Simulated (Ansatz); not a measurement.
Consider the cleavage of the Si–Si bond: `B[Si](O)(F)[SiH3]` + `[CH3][Ga]([CH3])[OH]` → `[CH3][Ga]([CH3])[O][SiH3]` + `B[SiH](O)F`.

Gas-phase electronic energies from Ansatz, PBE0-D4/def2-TZVP geometries. CBS: MP2 limit from def2 TZ/QZ plus the TZ coupled-cluster correction, frozen cores. DFT in def2-TZVPP. B3LYP here is the variant with VWN-RPA as its local correlation; programs differ in this. For Ga outer-core shells are correlated without core-valence functions, which leaves a few kJ/mol of doubt a bond. Scalar relativity is left out up to krypton. One conformer a species, not always the lowest.

`B[Si](O)(F)[SiH3]`:

```xyz
11

B    -2.001    0.041   -0.544
Si   -0.386   -0.028    0.639
O    -0.281    1.371    1.495
F    -0.439   -1.258    1.677
Si    1.564   -0.381   -0.653
H    -2.635   -0.941   -0.790
H    -2.286    1.052   -1.114
H     0.475    1.490    2.073
H     1.666    0.644   -1.728
H     2.761   -0.261    0.227
H     1.563   -1.730   -1.281
```

`[CH3][Ga]([CH3])[OH]`:

Cartesian coordinates in Å:
```
C -1.090 -0.271 -1.533
Ga 0.293 -0.098 -0.160
C 0.122 0.500 1.707
O 1.927 -0.572 -0.749
H -1.860 -0.981 -1.219
H -0.652 -0.621 -2.469
H -1.585 0.686 -1.711
H -0.505 -0.196 2.269
H -0.360 1.479 1.753
H 1.091 0.567 2.204
H 2.620 -0.495 -0.092
```

`[CH3][Ga]([CH3])[O][SiH3]`:

```xyz
14

C     0.287    1.883   -0.597
Ga   -0.640    0.232   -0.096
C    -2.526   -0.276   -0.023
O     0.443   -1.124    0.396
Si    2.023   -1.449    0.565
H    -0.406    2.678   -0.874
H     0.905    2.229    0.234
H     0.957    1.691   -1.439
H    -2.737   -0.768    0.928
H    -2.739   -0.995   -0.817
H    -3.193    0.578   -0.141
H     2.429   -2.556   -0.346
H     2.873   -0.262    0.246
H     2.324   -1.862    1.964
```

`B[SiH](O)F`:

Cartesian coordinates in Å:
```
B -1.138 -0.094 -0.772
Si 0.688 0.266 0.003
O 1.033 -0.778 1.219
F 0.629 1.776 0.547
H -1.347 -0.215 -1.942
H -2.077 -0.203 -0.037
H 1.855 0.179 -0.901
H 0.358 -0.932 1.883
```

(1) Is it downhill or uphill in electronic energy at CCSD(T)/CBS, and by how much? (Best estimate.)

(2) What do these levels give: r2SCAN-D4, ωB97X-V, B3LYP, HF/def2-TZVPP, CCSD(T)/def2-TZVPP, HF/CBS(def2)? (Estimate.)

Largest T1 diagnostic among the species: 0.013.

Answers

(1) Ansatz gave: Downhill: ΔE = -1.17 eV.

(2) The calculation gave: r2SCAN-D4 -1.08, ωB97X-V -1.14, B3LYP -1.15, HF/def2-TZVPP -1.49, CCSD(T)/def2-TZVPP -1.19, HF/CBS(def2) -1.52 eV.

In def2-TZVPP, CCSD(T) changes the Hartree–Fock value by +0.30 eV (the triples alone add +0.04 eV) and MP2 by +0.21 eV. From PBE to PBE0 (25 % exact exchange), in def2-TZVPP and without D4, ΔE moves by −0.12 eV.
